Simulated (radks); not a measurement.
Computed order of ionisation of iron. At each step one electron was removed from each of the four highest sub-shells of the ion before, moves of one valence electron (up to charge 6) and the configuration listed by NIST were tried, and the lowest configuration was kept. All-electron calculation, scalar-relativistic Kohn-Sham, LDA (Slater exchange, Perdew-Wang correlation), spin-polarised, spherical densities, finite nucleus; Fermi nuclear charge, rms radius of each element as measured or else 0.836 A^(1/3) + 0.57 fm. Program: a radial shooting solver on a logarithmic mesh with Libxc functionals. Open shells are filled with parallel spins first.

| species | lowest configuration found | NIST configuration | margin to the next tried (eV) | IE (eV) | NIST IE (eV) | kind |
|---|---|---|---|---|---|---|
| Fe | [Ar] 3d6 4s2 | same | 0.430 | 8.162 | 7.902 | exp. |
| Fe+ | [Ar] 3d6 4s1 | same | 0.369 | 17.091 | 16.199 | exp. |
| Fe2+ | [Ar] 3d6 | same | 3.785 | 31.642 | 30.65 | exp. |
| Fe3+ | [Ar] 3d5 | same | 15.324 | 55.249 | 54.91 | exp. |
| Fe4+ | [Ar] 3d4 | same | 23.264 | 76.481 | 75.0 | semi-emp. |
| Fe5+ | [Ar] 3d3 | same | 32.111 | 99.732 | 98.99 | exp. |
| Fe6+ | [Ar] 3d2 | same | 41.749 | 124.81 | 124.97 | exp. |
| Fe7+ | [Ar] 3d1 | same | 51.948 | 151.54 | 151.06 | exp. |
| Fe8+ | [Ar] | same | 53.176 | 234.21 | 233.6 | semi-emp. |
| Fe9+ | [Ne] 3s2 3p5 | same | 35.390 | 262.40 | 262.1 | semi-emp. |
| Fe10+ | [Ne] 3s2 3p4 | same | 35.450 | 290.88 | 290.9 | semi-emp. |
| Fe11+ | [Ne] 3s2 3p3 | same | 35.427 | 328.66 | 331 | semi-emp. |
| Fe12+ | [Ne] 3s2 3p2 | same | 25.380 | 359.71 | 361 | semi-emp. |
| Fe13+ | [Ne] 3s2 3p1 | same | 27.489 | 390.93 | 392 | semi-emp. |

Reference values: NIST Atomic Spectra Database (exp. = measured, semi-emp. = semi-empirical, theory = theoretical value adopted there). Open shells are spherical and high-spin; term and fine-structure splittings are not resolved.
